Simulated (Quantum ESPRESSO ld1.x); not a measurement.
Task: The mean radii <r> (bohr) of the occupied orbitals of an atom or ion are listed with their occupations. Method: scalar-relativistic Kohn-Sham, revPBE, spin-unpolarised, spherical densities, point nucleus; computed with ld1.x of Quantum ESPRESSO 7.5.

| orbital | occ. | <r> |
|---|---|---|
| 1s | 2 | 0.02037 |
| 2s | 2 | 0.08648 |
| 2p | 6 | 0.07675 |
| 3s | 2 | 0.2247 |
| 3p | 6 | 0.2238 |
| 3d | 10 | 0.2030 |
| 4s | 2 | 0.4823 |
| 4p | 6 | 0.5016 |
| 4d | 9 | 0.5153 |

Name the element and its charge.

Result: Z = 68, erbium, charge +23: Er23+ in [Kr] 4d9. The 1s radius gives Z: for a bare nucleus <r> = (2 gamma + 1)/(2Z) with gamma = sqrt(1 - (Z/c)^2), 0.02012 bohr for Z = 68, and screening makes it slightly larger (0.02037 here). The occupations add up to 45, and the charge is Z minus that.
